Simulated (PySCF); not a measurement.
Constitutional and geometric isomers with formula C2H6OSi. Isolated molecules, 0 K electronic values unless said otherwise. One relaxed conformer stands for each flexible species; it need not be the lowest. Strings in code marks are SMILES.

Quantity: electronic energy of isomers of C2H6OSi relative to `C[Si](C)=O`, in kJ/mol.

Level 1: BP86/6-31G* // B3LYP-D3(BJ)/def2-TZVP (PySCF)
Level 2: M06-2X/6-31G* // B3LYP-D3(BJ)/def2-TZVP (PySCF)
Level 3: PBE/6-31G* // B3LYP-D3(BJ)/def2-TZVP (PySCF)
Level 4: frozen-core MP2/6-31G* // B3LYP-D3(BJ)/def2-TZVP (PySCF)

```
species                                     level 2  level 3  level 4
------------------------------------------  -------  -------  -------
`C=C(O)[SiH3]` (Si–C–O–H torsion 0°)          182.6    185.2    216.1
`O[C@@H]1C[SiH2]1` (H–O–C–Si torsion 142°)    232.4    237.0    268.7
`C[C@@H]1O[SiH2]1`                            125.1    130.2    148.3
`C=[Si](C)O` (C–Si–O–H torsion 0°)             74.0     87.9     97.5
`C/C=[SiH]\O` (C–Si–O–H torsion 0°)           123.6    131.5    142.5
```

What does level 1 give for each, and how far do the other levels lie from it on average?


- `C=C(O)[SiH3]` (Si–C–O–H torsion 0°): 184.1
- `O[C@@H]1C[SiH2]1` (H–O–C–Si torsion 142°): 241.8
- `C[C@@H]1O[SiH2]1`: 132.2
- `C=[Si](C)O` (C–Si–O–H torsion 0°): 87.7
- `C/C=[SiH]\O` (C–Si–O–H torsion 0°): 131.3
Mean absolute difference from level 1, which has limits of its own, over these rows (drawn at random from the members that have all these levels): level 2 7.87 kJ/mol, level 3 1.63 kJ/mol, level 4 19.20 kJ/mol.
